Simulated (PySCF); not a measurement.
PySCF was given this input:
```python
from pyscf import gto, scf, mcscf
import numpy

mol = gto.Mole()
mol.atom = '''
    B     1.51783529   -0.15516864    0.01024038
    C     1.47472863   -1.66360975    0.47508772
    C     2.92102911    0.52763307   -0.24321477
    S     0.08366461    0.90836869   -0.25918929
    B    -1.52092682    0.12160313   -0.00066296
    C    -2.77465097    1.06163299   -0.21025830
    C    -1.75585679   -1.38867270    0.39583498
    H     2.47390642   -2.07641782    0.59781854
    H     0.95601763   -1.78579703    1.42468810
    H     0.95260135   -2.29536627   -0.24208328
    H     2.84991753    1.56238271   -0.56887643
    H     3.53007408    0.50641103    0.66050573
    H     3.48901213   -0.01899447   -0.99586053
    H    -3.88206904    1.12216704    1.40798103
    H    -3.42138432    0.67366231   -0.99722183
    H    -2.51405370    2.08417930   -0.47161498
    H    -1.31166702   -2.07558207   -0.32290189
    H    -2.81516968   -1.62876711    0.45940003
    H    -1.31404723   -1.62894681    1.36182675
'''
mol.basis = 'sto-3g'
mol.verbose = 4
mol.build()

mf = scf.RHF(mol)
mf.kernel()
mc = mcscf.CASSCF(mf, 4, 2)
mc.fix_spin_(ss=0.0)
mc.kernel()
occ = numpy.linalg.eigvalsh(mc.fcisolver.make_rdm1(mc.ci, mc.ncas, mc.nelecas))[::-1]
ss = mc.fcisolver.spin_square(mc.ci, mc.ncas, mc.nelecas)[0]
print('natural occupations', occ.round(4), ' <S^2>', round(ss, 4))
```

Task: Give the SCF-reference HOMO energy at the level PySCF with CASSCF(2,4)/STO-3G.

Result: -7.55 eV

Task: What SCF-reference dipole moment does CASSCF(2,4)/STO-3G give?

Result: 0.93 D

Task: Predict the natural occupations of the active orbitals from CASSCF(2,4)/STO-3G.

Result: 1.72, 0.28, 0.00, 0.00

Task: Give the SCF-reference HOMO-LUMO gap at the level CASSCF(2,4)/STO-3G.

Result: 12.37 eV

Task: What is the computed SCF-reference Mulliken (on the basis functions themselves) charges in atom order (CASSCF(2,4)/STO-3G)?

Result: B1 0.27, C2 -0.30, C3 -0.29, S4 -0.03, B5 0.25, C6 -0.19, C7 -0.30, H8 0.05, H9 0.06, H10 0.06, H11 0.05, H12 0.06, H13 0.06, H14 -0.04, H15 0.06, H16 0.06, H17 0.06, H18 0.06, H19 0.06
